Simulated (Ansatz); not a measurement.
Ansatz (a quantum-chemistry and plane-wave program) input (CCSD(T)/STO-3G):

Ansatz 0.2 input:
```yaml
crystal:
  periodic: [false, false, false]
  atoms:
    - {symbol: Ga, position_ang: [-0.00000000, -0.00000000, -0.87130525]}
    - {symbol: Cl, position_ang: [0.00000000, 0.00000000, 1.58885075]}
basis:
  gaussian:
    orbitals: STO-3G
total_charge: -1
magnetization: {spin_polarized: true, initial_magnetization: 1}
correlation: {method: ccsd_t, electrons: outside_noble_gas}
```

End of the output:

```
mean field -64097.74519545 eV, -2355.5486889207 hartree, gradient 5.1e-8 eV, S^2 1.761285; 30 other end points of the search recorded, 0 dependent functions left out
determinant -64097.74519545 eV, -2355.5486889207 hartree, with singles and doubles -64098.08600843 eV, -2355.5612135668 hartree
determinant -64097.66697605 eV, -2355.5458144108 hartree, with singles and doubles -64098.07116947 eV, -2355.5606682450 hartree
determinant -64097.65086308 eV, -2355.5452222700 hartree, with singles and doubles -64097.81629229 eV, -2355.5513016812 hartree
determinant -64097.17588142 eV, -2355.5277670160 hartree, with singles and doubles -64098.07424289 eV, -2355.5607811911 hartree
determinant -64097.16057557 eV, -2355.5272045363 hartree, with singles and doubles -64098.10717626 eV, -2355.5619914700 hartree
determinant -64097.07775622 eV, -2355.5241609815 hartree, with singles and doubles -64098.18319528 eV, -2355.5647851175 hartree
determinant -64096.98713055 eV, -2355.5208305494 hartree, with singles and doubles -64097.67232792 eV, -2355.5460110885 hartree
determinant -64096.98475516 eV, -2355.5207432555 hartree, with singles and doubles -64098.12996853 eV, -2355.5628290704 hartree
determinant -64096.10425384 eV, -2355.4883854287 hartree, with singles and doubles -64096.69773912 eV, -2355.5101956106 hartree
determinant -64096.00475736 eV, -2355.4847290004 hartree, with singles and doubles -64096.77208452 eV, -2355.5129277535 hartree
determinant -64095.87927874 eV, -2355.4801177463 hartree, with singles and doubles -64096.68414705 eV, -2355.5096961112 hartree
determinant -64095.49287407 eV, -2355.4659176367 hartree, with singles and doubles -64096.11979333 eV, -2355.4889564946 hartree
determinant -64095.49110772 eV, -2355.4658527243 hartree, with singles and doubles -64095.81006987 eV, -2355.4775743672 hartree
determinant -64094.10758856 eV, -2355.4150093331 hartree, with singles and doubles -64094.54137534 eV, -2355.4309507033 hartree
determinant -64097.74519545 eV, -2355.5486889207 hartree, with singles and doubles -64098.08594239 eV, -2355.5612111396 hartree
determinant -64097.66697605 eV, -2355.5458144108 hartree, with singles and doubles -64098.07115750 eV, -2355.5606678050 hartree
determinant -64097.65086308 eV, -2355.5452222700 hartree, with singles and doubles -64097.81629167 eV, -2355.5513016584 hartree
determinant -64097.17588142 eV, -2355.5277670160 hartree, with singles and doubles -64098.01883013 eV, -2355.5587448096 hartree
determinant -64097.16057557 eV, -2355.5272045363 hartree, with singles and doubles -64098.09766415 eV, -2355.5616419064 hartree
determinant -64097.07775622 eV, -2355.5241609815 hartree, with singles and doubles -64098.11141996 eV, -2355.5621474230 hartree
determinant -64096.98713055 eV, -2355.5208305494 hartree, with singles and doubles -64097.67707994 eV, -2355.5461857218 hartree
determinant -64096.98475516 eV, -2355.5207432555 hartree, with singles and doubles -64097.87473344 eV, -2355.5534493538 hartree
19 core orbitals not correlated, not the lowest: weight in the atoms' cores, before any rotation towards them, 0.005 or more for the frozen orbitals, at most 0.012 for the correlated occupied ones
reference -64097.74519545 eV, -2355.5486889207 hartree; 6, 5 occupied and 2, 3 virtual orbitals, 265 factors
second order -0.21822761 eV of doubles, -0.00000000 eV of singles
coupled cluster: 0.04 GiB planned
cycle   1  -0.34074838 eV  change   -1.4e-6 eV  update   3.6e-6
perturbative correction -0.00696166 eV, -0.0002558362 hartree
Total energy: -64098.09290549 eV, -2355.5614670288 hartree
```

The determinant is spin-contaminated: <S^2> is 1.76 against 0.75 for a pure state.
